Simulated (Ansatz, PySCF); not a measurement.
Process, species as SMILES: FC(F)Cl [chloro(difluoro)methane] → F[CH]F + Cl atom (the C-Cl bond at the site shown breaks; other sites are not compared here)
Structures are relaxed separately at B3LYP-D3(BJ)/def2-TZVP in Ansatz (a first-principles code).

Property: bond dissociation energy (0 K, with B3LYP-D3(BJ) harmonic zero-point energies from PySCF), in kJ/mol. Correlated levels leave the core frozen unless marked. Open shells are spin-unrestricted. Spin-orbit coupling is left out. Non-relativistic. CBS marks a two-point X^-3 extrapolation of the correlation energy; Hartree-Fock from the larger set. [CCSD(T)-MP2]/basis is that difference in the basis named.

```
level                                                                             program  bond dissociation energy (kJ/mol)  minus last row
-------------------------------------------------------------------------  --------------  ---------------------------------  --------------
HF/STO-3G                                                                          Ansatz                              217.9          -144.3
HF/cc-pwCVTZ                                                                       Ansatz                              215.9          -146.3
r2SCAN/def2-TZVPD                                                                  Ansatz                              347.0           -15.2
PBE0/STO-3G                                                                        Ansatz                              338.9           -23.3
PBE0/6-31G*                                                                        Ansatz                              348.1           -14.1
BHLYP-D4/def2-TZVPD                                                        Ansatz + dftd4                              321.1           -41.1
CAM-B3LYP-D3(BJ)/def2-TZVPD                                                Ansatz + dftd3                              338.0           -24.2
wB97X-V/def2-TZVPD                                                                 Ansatz                              356.1            -6.1
MP2/6-31G*                                                                         Ansatz                              342.1           -20.1
CCSD/6-31G                                                                         Ansatz                              237.8          -124.4
CCSD(T)/cc-pVDZ                                                                     PySCF                              320.5           -41.7
CCSD(T)/cc-pV(T+d)Z                                                                Ansatz                              345.4           -16.8
CCSD(T)/cc-pwCVTZ                                                                  Ansatz                              345.9           -16.3
RI-MP2/CBS(cc-pV(T+d)Z,cc-pV(Q+d)Z)+[CCSD(T)-MP2]/cc-pV(T+d)Z                      Ansatz                              362.1            -0.1
RI-MP2/CBS(aug-cc-pV(T+d)Z,aug-cc-pV(Q+d)Z)+[CCSD(T)-MP2]/aug-cc-pV(T+d)Z          Ansatz                              362.2             0.0
```
